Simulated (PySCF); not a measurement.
C2H4F2Si2, SMILES C([Si@H](F)[SiH2]F)#C. Geometry optimised at PBE-D3(BJ)/def2-SVP. The structure was generated by enumeration; whether it is a known compound was not checked. Other conformers were not sampled.

Computed equilibrium geometry at PBE-D3(BJ)/def2-SVP (PySCF confirms it by a frequency run) as bond lengths and angles (one conformer of several):
Atoms: C1 C2 Si3 F4 Si5 F6 H7 H8 H9 H10. Bonded distances (Å): C1–C2 1.229, C1–H7 1.083, C2–Si3 1.830, Si3–F4 1.644, Si3–Si5 2.355, Si3–H8 1.503, Si5–F6 1.644, Si5–H9 1.504, Si5–H10 1.505. Bond angles (°): C2–C1–H7 179.6, C1–C2–Si3 176.8, C2–Si3–F4 109.6, C2–Si3–Si5 109.3, C2–Si3–H8 109.4, F4–Si3–Si5 109.4, F4–Si3–H8 107.8, Si5–Si3–H8 111.4, Si3–Si5–F6 109.2, Si3–Si5–H9 111.5, Si3–Si5–H10 109.4, F6–Si5–H9 108.5, F6–Si5–H10 108.7, H9–Si5–H10 109.5.
